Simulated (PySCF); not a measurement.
FH₂O₂Sb, SMILES [OH][Sb]([OH])[F]. Coordinates come from a B3LYP-D3(BJ)/def2-SVP optimisation. The def2 effective core potentials stand for the cores of Sb; spin–orbit coupling is left out. One conformer was computed; it need not be the lowest.

Computed equilibrium geometry at B3LYP-D3(BJ)/def2-SVP (PySCF confirms it by a frequency run) as bond lengths and angles (one conformer of several):
Atoms: Sb1 F2 O3 H4 O5 H6. Bonds (Å): Sb1–F2 1.954, Sb1–O3 1.977, Sb1–O5 1.984, O3–H4 0.970, O5–H6 0.971. Bond angles (°): F2–Sb1–O3 96.7, F2–Sb1–O5 91.2, O3–Sb1–O5 98.9, Sb1–O3–H4 113.0, Sb1–O5–H6 109.8.
